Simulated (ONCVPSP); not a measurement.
**magnesium: excitation energies, all-electron against ONCV**

ONCVPSP 4.0.1 input, shortened (lines: element, Z, core and valence counts, functional; n l f; lmax; l rc ep ncon nbas qcut; lloc lpopt rc5 dvloc0; l nproj debl; icmod fcfact rcfact), LDA (Perdew-Wang 92), scalar-relativistic:

```
  Mg 12.00    1    3  -001012      upf
    1    0    2.00
    2    0    2.00
    2    1    6.00
    3    0    2.00
    2
    0    1.15    0.00    3    8    9.80
    1    1.00    0.00    4    8   16.30
    2    1.15    0.07    4    8    7.40
    4    5    0.85    0.00
    0    2    0.60
    1    2    2.60
    2    1    1.30
    2    0.25    1.05
```

Energies are relative to the spin-unpolarised reference configuration 2s2 2p6 3s2; without spin polarisation the order of configurations can differ from experiment.

```csv
valence configuration,charge,ΔE all-electron (eV),error AE − PS (meV)
2s2 2p6 3s0,+2,23.111,-1.0
2s2 2p6 3s1 3p1,0,3.521,0.0
```

(1) What are ΔE and the potential's error for 2s2 2p6 3s1.5?

(2) What are ΔE and the potential's error for 2s2 2p6 3s1?

Levels in the configuration 2s2 2p6 3s1:

```tsv
level	all-electron (eV)	pseudo (eV)
2s	-88.410	-88.418
2p	-55.824	-55.830
3s	-11.521	-11.522
```

Answers

(1) ΔE = 3.189 eV all-electron; the error (AE − PS) is 0.0 meV.

(2) ΔE = 8.068 eV all-electron; the error (AE − PS) is -0.2 meV.
